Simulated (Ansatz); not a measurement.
Consider the formal exchange of groups at the Si–Br bond: `N[SiH2][SiH](F)Br` + SiH₄ → `N[SiH2][SiH](F)[SiH3]` + HBr.

Isolated molecules relaxed with PBE0-D4/def2-TZVP in Ansatz; ΔE leaves out vibrations. CBS: MP2 limit from def2 TZ/QZ plus the TZ coupled-cluster correction, frozen cores. This one scheme is used for every species. Functionals use def2-TZVPP. For Br outer-core shells are correlated without core-valence functions, which leaves a few kJ/mol of doubt a bond. Scalar relativity is left out up to krypton. One conformer a species, not always the lowest.

Question: Is it downhill or uphill in electronic energy at CCSD(T)/CBS, and by how much? (Estimate.)

Answer: Ansatz gave: Uphill: ΔE = +111.0 kJ/mol.

Question: What do these levels give: r2SCAN-D4, ωB97M-V, PBE, r2SCAN, PBE0, MP2/def2-TZVPP? (An estimate is asked.)

Answer: The calculation gave: r2SCAN-D4 105.6, ωB97M-V 114.6, PBE 92.9, r2SCAN 105.9, PBE0 99.8, MP2/def2-TZVPP 119.1 kJ/mol.

Largest T1 diagnostic among the species: 0.013.

In def2-TZVPP, CCSD(T) changes the Hartree–Fock value by −17.5 kJ/mol (the triples alone add −1.5 kJ/mol) and MP2 by −5.5 kJ/mol. From PBE to PBE0 (25 % exact exchange), in def2-TZVPP and without D4, ΔE moves by +6.9 kJ/mol.
